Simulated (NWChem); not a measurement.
## Polarisability of ClIn

```xyz
2

In     0.0000     0.0000    -0.6307
Cl     0.0000     0.0000     1.8179
```
Charge 0, spin multiplicity 1.

The numbers come from NWChem runs, not from measurements. All single points use one geometry, from PBE/def2-SVP with def2 effective core potentials on In, a minimum by its harmonic frequencies.

Basis set: def2-SVPD. The field's frequency is 0.0428 Ha (1065 nm).

Effective core potentials replace the inner electrons of In; spin-orbit coupling is left out. The correlated methods keep 9 core orbitals frozen. The structure started from a generated list of species. Coupled-cluster values serve here as a point of comparison, not as the truth.

Q: One of these methods gave an isotropic polarisability of 61.68 bohr³. Which?
(A) PBE0
(B) CCSD linear response
(C) HF
(D) PBE

A: B, CCSD linear response. The others give 60.75 (HF), 58.68 (PBE0), 59.79 (PBE).
